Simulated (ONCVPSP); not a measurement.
Hardness and transferability of assorted potentials

Generated with ld1.x 7.5 (TM, RRKJ, ultrasoft, PAW), atompaw 4.2 or ONCVPSP 4.0.1. The cutoff is in Ry: for ld1.x and atompaw files where the sum of valence levels is converged to 10 mRy in a Bessel basis, for ONCV files where the hardest occupied wave has 1 mHa per electron of residual kinetic energy. The error is the largest all-electron minus pseudo excitation energy over each file’s own four to seven test configurations (ionisations up to +4, promotions, holes and added fractions of an electron), all of which were solved. The labels leave out finer settings (local radius, basis sizes, second energies), which also bear on the numbers. Spin-polarised tests are not counted. The rows are a selection from randomly drawn settings: files with unsolved tests, undetermined cutoffs or missed reference levels are left out.

A true bound ghost makes a file unfit for plane-wave use even where its test errors are small: the radial tests pick states by their node count and pass the ghost by.

```csv
element,potential,cutoff (Ry),largest error (meV),bound ghosts
N,"ONCV, PBE, scalar-relativistic, rc 0.80/2.15/1.85 (spd), local smoothed, core correction yes, reference 2s2 2p2, qcut 8.2/5.7/5, projectors 2/1/2",121,+1878,d
Ar,"ONCV, revPBE, scalar-relativistic, rc 1.20/1.40/1.15 (spd), local smoothed, core correction yes, reference 3s2 3p5, qcut 4.4/5/8, projectors 2/3/2",200,+20,none
Ti,"ONCV, PBE, scalar-relativistic, rc 1.80/1.55/1.70 (spd), local smoothed, core correction no, reference 3s2 3p6 3d2 4s2, qcut 6.5/7.3/9.9, projectors 2/2/3",67,+35,none
Cu,"ONCV, LDA (Perdew-Wang 92), non-relativistic, rc 1.75/1.55/1.25 (spd), local smoothed, core correction no, reference 3d9 4s2, qcut 3.2/5.6/13.5, projectors 2/2/2",134,-145,"s, p"
Zn,"ONCV, PBE, scalar-relativistic, rc 1.15/0.80/1.05 (spd), local smoothed, core correction yes, reference 3s2 3p6 3d10 4s2, qcut 10.7/17.4/17, projectors 2/2/2",201,-7.2,none
Nb,"ONCV, PBEsol, scalar-relativistic, rc 1.20/1.45/1.90/2.05 (spdf), local smoothed, core correction yes, reference 4s2 4p6 4d3, qcut 5.1/6.4/5.3/6.3, projectors 2/1/1/2",298,+36,none
Sb,"ONCV, PBEsol, scalar-relativistic, rc 1.65/2.35/1.10 (spd), local d, core correction no, reference 4d10 5s2 5p3, qcut 3.6/3.2/7.4, projectors 2/2/0",406,-31,s
```

Question: Fill in the row for Au: ONCV, PBEsol, non-relativistic, rc 1.80/1.15/2.10 (spd), local smoothed, core correction yes, reference 5s2 5p6 5d10 6s1, qcut 6.4/6/6.7, projectors 3/2/1.

Answer: cutoff 205 Ry, largest error +9.7 meV, bound ghosts: none.
